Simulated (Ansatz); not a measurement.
Si(F)(Br)(NH2)2 (BrFH4N2Si), SMILES N[Si](N)(F)Br.

Geometry optimised at ωB97X-D3(BJ)/def2-SVP. The structure was generated by enumeration, and PubChem lists no compound with its InChIKey, so it may never have been made. Other conformers were not sampled.

Two levels are set side by side: PBE/def2-SVPD (Ansatz, a quantum-chemistry and plane-wave program) and CAM-B3LYP/def2-SVPD (Ansatz). Energy differences of separate SCF runs at the same geometry; the states with an electron removed or added have multiplicity 2 and 2. Differences are taken from unrounded values.

| quantity | CAM-B3LYP |
|---|---|
| vertical ionisation energy (eV) | 10.31 |
| vertical singlet–triplet gap (eV) | 6.78 |

**Question.** What does PBE give, and how far is it from CAM-B3LYP? (An estimate is asked for; the answer gives what the named calculation found.)

**Answer.** 
```csv
quantity,PBE,PBE minus CAM-B3LYP
vertical ionisation energy (eV),9.48,-0.84
vertical singlet–triplet gap (eV),5.91,-0.87
```
